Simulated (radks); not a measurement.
Yb, configuration [Xe] 4f14 6s2. All-electron calculation, scalar-relativistic Kohn-Sham, PBEsol, spin-unpolarised, spherical densities, point nucleus. Program: a radial shooting solver on a logarithmic mesh with Libxc functionals.

Radial electron density D(r) = 4 pi r^2 rho(r):

r (bohr)  D(r) (e/bohr)
0.001558          11.96
0.002129          18.86
0.002908          28.88
0.003973          42.49
0.005428          59.20
0.007356          76.25
0.01005           90.04
0.01373           94.79
0.01876           89.57
0.02562           83.90
0.03501           93.43
0.04782           117.4
0.06481           126.1
0.08855           105.8
0.121             98.47
0.1653            114.3
0.2258            89.22
0.3084            55.09
0.4214            64.12
0.5711            54.83
0.7802            27.91
1.066             15.55
1.456             8.765
1.989             3.286
2.718             1.159
3.713            0.6747
5.032            0.3232
6.874           0.07289
9.391          0.006750
12.83         0.0001958

D(r) has 4 maxima, at r = 0.0134, 0.0608, 0.169, 0.456 bohr, and minima at 0.0258, 0.110, 0.324 bohr, inside which lie 1.92, 11.09, 29.76 electrons.
